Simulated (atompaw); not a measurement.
**Reading a pseudo-wave (Hg (Z = 80))**

Columns: radius, all-electron u(r) and pseudo u(r) of the 5d shell (level -9.86 eV) of mercury in the configuration [Xe] 4f14 5d10 6s2 6p0; PBE, scalar-relativistic, PAW (atompaw) scheme, atompaw 4.2.0.5.

```tsv
r (bohr)	all-electron	pseudo
0.106	0.2957	0.0023
0.212	-0.1120	0.0175
0.317	-0.4278	0.0554
0.423	-0.3436	0.1224
0.529	-0.0553	0.2178
0.635	0.2605	0.3356
0.740	0.5212	0.4635
0.846	0.7096	0.5907
0.952	0.8267	0.7025
1.058	0.8860	0.7880
1.163	0.9024	0.8402
1.269	0.8896	0.8589
1.375	0.8574	0.8471
1.481	0.8135	0.8126
1.587	0.7634	0.7644
1.692	0.7111	0.7114
1.798	0.6581	0.6581
1.904	0.6064	0.6064
2.010	0.5570	0.5570
2.115	0.5108	0.5108
2.221	0.4672	0.4672
2.327	0.4267	0.4267
2.433	0.3893	0.3893
2.538	0.3552	0.3552
2.644	0.3236	0.3236
2.750	0.2947	0.2947
```

How many radial nodes do the two functions have?

The all-electron 5d function has n − l − 1 = 2; the pseudo-wave has 0, since the states of the same l below it are removed with the core.

At about which radius was the pseudo-wave matched?

1.80 bohr. The columns agree to 0.0005 from 1.69 bohr on; several derivatives are matched, so the curves merge somewhat inside the radius.

Where does each function peak?

Outermost all-electron maximum near 1.16 bohr, pseudo maximum near 1.27 bohr (to the table’s step).

Is the pseudo-wave norm-conserving?

No, it belongs to a PAW set: the norm inside the radius is not constrained, and the difference is carried by the augmentation charge.
